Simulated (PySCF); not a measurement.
Two species compared at the same levels of theory.

First species: C₇H₉FSi.
SMILES: `C#C[C@@H]1[SiH2]/C(=C/C)[C@H]1F`

Second species: C₅H₉Cl₂FSi.
InChI=1S/C5H9Cl2FSi/c1-2-9-4(3-8)5(6)7/h2,4-5H,1,3,9H2/t4-/m0/s1

Levels: PBE0/pcSseg-1 for dipole moment, HOMO energy, LUMO energy and HOMO–LUMO gap; GFN2-xTB for rotational constant A and rotational constant C. Geometries: GFN2-xTB. Each species is one conformer at its optimised geometry, gas phase, non-relativistic unless stated. Electronic properties by PySCF.

Dipoles, sizes and rotational constants follow the conformer. The torsions of the flexible species, by atom-mapped SMILES:
- `[CH2:1]=[CH:2][SiH2:3][C@@H:4]([CH2:5][F:6])[CH:7]([Cl:8])[Cl:9]`: C1–C2–Si3–C4 -119°, C2–Si3–C4–C5 40°, Si3–C4–C5–F6 53°, Si3–C4–C7–Cl8 49°

```csv
property,column X,column Y
dipole moment,2.13 D,2.36 D
HOMO energy,-7.23 eV,-8.12 eV
LUMO energy,-0.80 eV,-0.57 eV
HOMO–LUMO gap,6.43 eV,7.55 eV
rotational constant A,2.244 GHz,1.556 GHz
rotational constant C,0.748 GHz,0.472 GHz
```

Which column belongs to which species?

Column X is the first species and column Y the second. The first has 18 atoms and 74 electrons, the second 18 and 96.

How does each property change from the first species to the second?

dipole moment +0.23 D; HOMO energy -0.89 eV; LUMO energy +0.23 eV; HOMO–LUMO gap +1.12 eV; rotational constant A -0.688 GHz; rotational constant C -0.276 GHz.

On the first: The dipole equals about 7.1 × 10⁻³⁰ C·m (1 D = 3.33564 × 10⁻³⁰ C·m).

On the second: The dipole equals about 7.9 × 10⁻³⁰ C·m (1 D = 3.33564 × 10⁻³⁰ C·m).
